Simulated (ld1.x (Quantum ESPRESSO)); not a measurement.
# What one change does to a pseudopotential (Li (Z = 3), TM)

ld1.x (Quantum ESPRESSO) 7.5 input, shortened:

```
&input
   title='Li', zed=3., rel=1, dft='PBESOL', iswitch=3,
   config='[He] 2s1 2p0 3d-2'
 /
 &inputp
   pseudotype=2, tm=.true., lloc=2,
   nlcc=.true., rcore=1.35
 /
3
2S  1  0   1.00   0.00  2.15  2.15  0.0
2P  2  1   0.00   0.00  4.20  4.20  0.0
3D  3  2  -2.00   0.20  3.35  3.35  0.0
 &test
   configts(1)='2s1 2p0'
 /
```

All-electron outer shells of the reference configuration (PBEsol, scalar-relativistic, ld1.x):

| shell | level (eV) | outermost node (bohr) | outermost maximum (bohr) |
| --- | --- | --- | --- |
| 1s | -51.37 | – | 0.36 |
| 2s | -2.82 | 0.84 | 3.16 |
| 2p | -1.06 | – | 3.91 |

Change: all radii but the core radius scaled by about 0.77 (s 1.64, p 3.22, d 2.58 bohr).

Cutoffs: the cutoffs (Ry, on a coarse ladder) from which the occupation-weighted sum of valence levels, in a spherical-Bessel basis at the reference potential, stays within 10 and 1 mRy of its value at 400 Ry; they do not see the model core or the augmentation charge, which bear on the density cutoff. Errors are all-electron minus pseudo energies relative to the spin-unpolarised reference configuration.

Problem. How do hardness, ghosts and transferability respond?

Solution. The potential gets harder (6 Ry and 6 Ry → 12 Ry and 25 Ry); neither file shows a bound ghost. A smaller radius makes the pseudo-wave follow the all-electron one further in, where it bends more sharply, so more plane waves are needed.

| quantity | base | changed |
| --- | --- | --- |
| cutoff, loose | 6 Ry | 12 Ry |
| cutoff, tight | 6 Ry | 25 Ry |
| bound ghosts | none | none |
| error for 2s0.5 2p0, meV [ΔE 2.01 eV] | +1.0 | +1.1 |
| error for 2s0 2p1, meV [ΔE 1.76 eV] | -7.0 | -0.3 |
